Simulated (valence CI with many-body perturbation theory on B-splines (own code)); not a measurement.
Values are calculated unless marked as measured or tabulated.
**Sb³⁶⁺ in three bases**

Method: valence CI with perturbative core correlation (CI+MBPT): five valence electrons over a frozen Dirac-Fock core [Ne], a basis of 9 s, 9 p, 8 d, 6 f, 3 g, 1 h functions for each j, with the one-electron correlation potential Σ1 (screened to all orders), the two-electron term Σ2, the three-electron term Σ3, Breit, model QED; selected single and double excitations, second order for the rest, scaled by the run's own slope (own B-spline code, finite nucleus).

No measured spectrum was set against this ion. As an estimate, large intervals hold to a few tenths of a per cent, small ones and those within an open d or f shell to about a per cent. Among the levels kept, up to 1700 cm⁻¹ of a level comes from second order outside the variational space, and about a tenth of that is noise between levels of different J, which matters for small intervals.

The reference run has the lowest level (3s^2 3p1/2^2 3p3/2) J=3/2 and an ionisation energy of 2429.86 eV. Its largest variational space holds 19997 state functions.

Levels are named by their leading jj configuration (3d3/2^4 stands for four electrons in 3d with j = 3/2), which in mixed levels can hold well under half, so a name can repeat and another be missing. Letters in brackets count levels of one name in rising energy.

Changed runs:
A. basis 6 s, 6 p, 5 d, 3 f, 1 g
B. basis 5 s, 5 p, 4 d, 2 f

Excitation energies of the reference run in cm⁻¹, and shifts in cm⁻¹:

```csv
Level,Reference,A,B
(3s^2 3p1/2 3p3/2^2) J=3/2,428104,-87,-263
(3s^2 3p1/2 3p3/2^2) J=5/2,489017,+47,+208
(3s^2 3p1/2 3p3/2^2) J=1/2,564068,+95,+351
(3s^2 3p3/2^3) J=3/2,999511,+15,+105
(3s^2 3p1/2^2 3d3/2) J=3/2,1129010,+260,+543
(3s 3p1/2^2 3p3/2^2) J=5/2,1176620,-91,-362
(3s^2 3p1/2^2 3d5/2) J=5/2,1335520,+327,+830
(3s 3p1/2^2 3p3/2^2) J=1/2,1363790,-7.4,-4.2
(3s 3p1/2^2 3p3/2^2) J=3/2,1377150,+47,+95
(3s^2 3p1/2 3p3/2 3d3/2) J=5/2 [a],1559640,+228,+425
(3s^2 3p1/2 3p3/2 3d3/2) J=3/2 [a],1561950,+157,+236
(3s^2 3p1/2 3p3/2 3d3/2) J=1/2 [a],1568800,+140,+155
Ionisation energy (eV),2429.86,-0.04,-0.14
```
